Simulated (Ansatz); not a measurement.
Compare A (`C=C[O][SnH3]`) with its isomer B (`[CH3][SnH2][CH]=O`).

Program: Ansatz. Geometries: PBE0-D4/def2-TZVP. ΔE: electronic, gas phase. CCSD(T)/CBS adds triple-zeta CCSD(T) − MP2 to the extrapolated MP2 energy (def2 sets, frozen cores). Functionals use def2-TZVPP. B3LYP here is the variant with VWN-RPA as its local correlation; programs differ in this. Elements past krypton have def2 core potentials. For Sn outer-core shells are correlated without core-valence functions, which leaves a few kJ/mol of doubt a bond. One conformer a species, not always the lowest.

(1) Which is lower in electronic energy at CCSD(T)/CBS, and by how much? (An estimate is asked.)

(2) Give E(B) − E(A) in kcal/mol with MP2/def2-TZVPP, PBE-D4, CCSD(T)/def2-TZVPP, HF/def2-TZVPP, B3LYP, CCSD/def2-TZVPP, r2SCAN-D4. (Best estimate.)

Largest T1 diagnostic: 0.015.

Answers

(1) The calculation gave: A, by 4.2 kcal/mol.

(2) Computed: MP2/def2-TZVPP 3.2, PBE-D4 2.7, CCSD(T)/def2-TZVPP 3.3, HF/def2-TZVPP 6.1, B3LYP 3.8, CCSD/def2-TZVPP 3.5, r2SCAN-D4 4.9. None reverses the order clearly.

From PBE to PBE0 (25 % exact exchange), in def2-TZVPP and without D4, E(B) − E(A) moves by +1.2 kcal/mol. In def2-TZVPP, CCSD(T) changes the Hartree–Fock value by −2.8 kcal/mol (the triples alone add −0.1 kcal/mol) and MP2 by −3.0 kcal/mol.
